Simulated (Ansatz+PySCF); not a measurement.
Results of a calculation; reference values are marked as such.
This PySCF input gave a total energy of -999.66332 hartree.

```python
from pyscf import gto, dft

mol = gto.M(atom="""
Ti 0.000000 0.000000 -0.388810
O 0.000000 1.325620 0.534610
O 0.000000 -1.325620 0.534610
""", basis='def2-svp', charge=0, spin=0)
mf = dft.UKS(mol, xc='wb97x')
mf.kernel()
print(mf.converged, mf.e_tot, mf.spin_square()[0])
```

Problem. Write an input for Ansatz with the same method and basis set.

Solution.

```yaml
crystal:
  periodic: [false, false, false]
  atoms:
    - { symbol: Ti, position_ang: [0.0, 0.0, -0.38881] }
    - { symbol: O, position_ang: [0.0, 1.32562, 0.53461] }
    - { symbol: O, position_ang: [0.0, -1.32562, 0.53461] }
basis:
  gaussian: { orbitals: def2-SVP }
magnetization:
  spin_polarized: true
hamiltonian:
  xc: { name: wB97X }
scf:
  omitted_lower_state_checks: [stability, starts, atomic_configurations, cluster_reference, orbital_swaps, given_window_search, neighbouring_geometries, increment]
```

Ansatz (development build ahead of 0.2.0) gave -999.66334 hartree, 0.41 meV from the first. Caution: other spin multiplicities were not run.
